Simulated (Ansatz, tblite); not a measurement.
Removing an electron: LiI2⁻. Charge -1, multiplicity 1. Geometry: r2SCAN-D4/def2-TZVPD. Ansatz, gas phase; energy differences of separate SCF runs; the oxidised species was run as a doublet alone.

```xyz
3

Li    0.0004   -0.0001    0.0005
I     1.0882   -2.0853   -0.9834
I    -1.0886    2.0853    0.9829
```

In the def2 sets I takes a core potential; there is no spin–orbit coupling. The xTB rows come from tblite. Correlated methods freeze 8 core orbitals; core or outer-core shells of Li, I are correlated, in sets that lack core-valence functions. HOMO above LUMO, or a gap near zero within one spin, warns that the state may not be the lowest or that an electron is smeared out. The structure comes from a short search, and lower isomers may exist.

| level | −HOMO (eV) | vertical IE (eV) | −LUMO (eV) | HOMO–LUMO gap (eV) |
| --- | --- | --- | --- | --- |
| GFN2-xTB | 5.95 | 8.62 | -2.12 | 8.07 |
| PBE0-D4/def2-TZVPD | 2.89 | 4.56 | -2.85 | 5.74 |
| CCSD/def2-TZVPPD | – | 5.01 | – | – |
| CCSD(T)/def2-TZVPPD | – | 5.07 | – | – |

**Question.** Estimate the rows for GFN1-xTB, HF/def2-TZVPPD, r2SCAN-D4/def2-TZVPD, MP2/def2-TZVPPD.

**Answer.** 
```
               level  −HOMO (eV)  vertical IE (eV)  −LUMO (eV)  HOMO–LUMO gap (eV)                                  remarks
            GFN1-xTB        5.06              8.06       -1.28                6.34                                        –
      HF/def2-TZVPPD           –              4.25           –                   –                                        –
r2SCAN-D4/def2-TZVPD        2.09              4.38       -2.92                5.02  gap within one spin near zero (doublet)
     MP2/def2-TZVPPD           –              5.19           –                   –                                        –
```

Run but left out: PBE-D4/def2-TZVPD (neutral doublet: an occupied level 0.01 eV above an empty one).  Raw xTB energy differences between charge states are shifted by several eV; the methods need an empirical correction for them.
